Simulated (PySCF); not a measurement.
C₅H₁₁FSi.
Geometry (GFN2-xTB, Å), atoms numbered from 1 in this order:
```xyz
18
C5H11FSi angstrom
C     -2.843   -0.788   -0.724
C     -2.169   -0.017    0.412
C     -0.867    0.568   -0.031
C      0.317    0.296    0.508
Si     1.953    1.024   -0.047
C      3.223   -0.415   -0.146
F      3.343   -1.031    1.086
H     -2.220   -1.624   -1.034
H     -3.001   -0.140   -1.583
H     -3.807   -1.174   -0.401
H     -2.011   -0.679    1.265
H     -2.830    0.796    0.729
H     -0.935    1.251   -0.868
H      0.345   -0.397    1.343
H      1.879    1.608   -1.390
H      2.464    1.999    0.922
H      4.225   -0.074   -0.415
H      2.926   -1.198   -0.850
```

Computed with TDDFT PBE0/def2-SVPD, vertical, gas phase, core orbitals frozen in the response in PySCF.

Ground-to-excited transition dipoles (e·a0, same axes as the geometry; the sign carries no meaning), for the states with f of 0.002 or more among the lowest 8:

| state | E (eV) | μx | μy | μz |
| --- | --- | --- | --- | --- |
| S1 | 6.622 | 1.172 | -0.008 | 0.121 |
| S2 | 6.822 | -1.337 | -0.178 | -0.211 |
| S3 | 7.091 | 0.299 | -0.118 | -0.054 |
| S4 | 7.283 | 0.168 | -0.149 | -0.147 |
| S5 | 7.364 | 0.539 | 0.177 | 0.151 |
| S7 | 7.726 | 0.047 | 0.125 | 0.048 |
| S8 | 7.873 | -0.163 | -0.076 | -0.027 |

Task: What oscillator strength does each state have?

Result: f = (2/3) ΔE |μ|² with ΔE in hartree (27.2114 eV).

| state | \|μ\|² (au) | \|μ\| (D) | f |
| --- | --- | --- | --- |
| S1 | 1.387 | 2.99 | 0.225 |
| S2 | 1.865 | 3.47 | 0.312 |
| S3 | 0.106 | 0.83 | 0.018 |
| S4 | 0.072 | 0.68 | 0.013 |
| S5 | 0.344 | 1.49 | 0.062 |
| S7 | 0.020 | 0.36 | 0.004 |
| S8 | 0.033 | 0.46 | 0.006 |

Task: Which bond between heavy atoms lies closest to the direction of the S2 transition dipole?

Result: C3–C4, at 25° from it; next C4–Si5 and C2–C3 at 31°.

Task: What angle do the transition dipoles of S2 and S3 make?

Result: |cos θ| = |μa·μb| / (|μa| |μb|) = 0.82, so θ ≈ 34° (taken between 0 and 90°, since the signs are arbitrary).

Task: What peak molar absorption coefficient would the strongest computed level give as a lone Gaussian band 0.3 eV wide at half height?

Result: ε(max) = 2.175×10⁸ f / FWHM, with the width in cm⁻¹. S2: 2.175×10⁸ × 0.3116 / 2420 ≈ 28000 L mol⁻¹ cm⁻¹.

One conformer stands for the species.
